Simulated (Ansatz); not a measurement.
A nudged elastic band was laid between two geometries of C₃H₇NO₂S (14 atoms, charge 0, multiplicity 1).

The calculation used Ansatz, RKS BLYP/def2-SVP.

```yaml
movable_images: 9
climbing_image: yes
spring: 5.0 eV/Å²
optimiser: quadratic models (default)
start_path: IDPP
force_threshold: 0.03 eV/Å
iteration_limit: 43
end_points: relaxed
```

Initial state:

```xyz
14
Properties=species:S:1:pos:R:3
C 1.118 -1.614 0.681
O 0.826 -0.637 -0.335
C -0.386 0.037 -0.234
S -1.887 -1.118 -0.340
N -0.394 1.210 -1.107
C -0.461 2.023 0.126
O -0.560 0.832 0.958
H 0.390 -2.451 0.653
H 2.136 -1.987 0.464
H 1.096 -1.149 1.689
H -1.455 -1.746 -1.473
H 0.494 1.285 -1.621
H -1.374 2.652 0.213
H 0.443 2.635 0.356
```

Final state:

```xyz
14
Properties=species:S:1:pos:R:3
C 0.992 -1.723 0.607
O 0.644 -0.778 -0.422
C -0.417 0.082 -0.160
S -2.056 -0.830 0.121
N -0.432 1.183 -1.122
C -0.136 2.073 0.022
O -0.237 0.967 0.964
H 1.881 -2.266 0.238
H 1.240 -1.196 1.552
H 0.160 -2.432 0.797
H -1.950 -1.584 -1.012
H 0.339 1.084 -1.795
H -0.914 2.843 0.218
H 0.873 2.547 0.021
```

Q: What changes between the two ends?

A: No bond is made or broken. The dihedral H10–C1–O2–C3 goes from -58 to 63°. The two ends are copies of one structure, up to a mirror image or an exchange of like atoms.

Q: What energy profile does the band end with?

A: It converged. The highest image is number 5 of 0 to 10, 0.071 eV above the ends, which have the same energy within 2 meV. A vibrational analysis at the climbing image gives one clearly imaginary mode, 178i cm⁻¹: a first-order saddle point.

```tsv
image	path coordinate (Å)	energy (eV)	dihedral H10–C1–O2–C3 (°)
0	0.00	0.000	-58
1	0.36	0.005	-48
2	0.73	0.020	-38
3	1.09	0.041	-27
4	1.45	0.062	-14
5	1.82	0.071	1
6	2.18	0.062	16
7	2.53	0.042	29
8	2.89	0.020	41
9	3.25	0.005	53
10	3.61	0.000	63
```

Q: What is the geometry of the highest image?

A: 
```xyz
14
Properties=species:S:1:pos:R:3:forces:R:3
C 1.005 -1.722 0.629 0.00 0.00 -0.01
O 0.675 -0.740 -0.377 -0.01 0.00 0.01
C -0.415 0.095 -0.158 0.01 0.00 -0.01
S -2.032 -0.853 0.109 0.00 0.00 0.00
N -0.427 1.176 -1.143 0.00 0.00 0.00
C -0.181 2.097 -0.013 0.00 0.00 0.00
O -0.296 1.013 0.951 0.00 0.00 0.00
H 0.975 -2.733 0.172 0.00 0.00 0.00
H 2.032 -1.517 0.992 0.00 0.00 0.00
H 0.297 -1.690 1.478 0.00 0.00 0.00
H -1.850 -1.683 -0.959 0.00 0.00 0.00
H 0.360 1.080 -1.798 0.00 0.00 0.00
H -0.977 2.860 0.140 0.00 0.00 0.00
H 0.821 2.587 0.006 0.00 0.00 0.00
```

Q: What are the harmonic wavenumbers there?

A: 178i, 92, 128, 231, 244, 295, 335, 386, 483, 553, 738, 811, 881, 919, 924, 967, 1017, 1046, 1081, 1102, 1124, 1150, 1180, 1309, 1331, 1405, 1426, 1437, 1484, 2568, 2907, 2950, 2967, 3026, 3061, 3419 cm⁻¹.

Run time: 3.1 min on 2 threads of Arm Neoverse V2, on a shared host, peak memory 0.19 GiB.
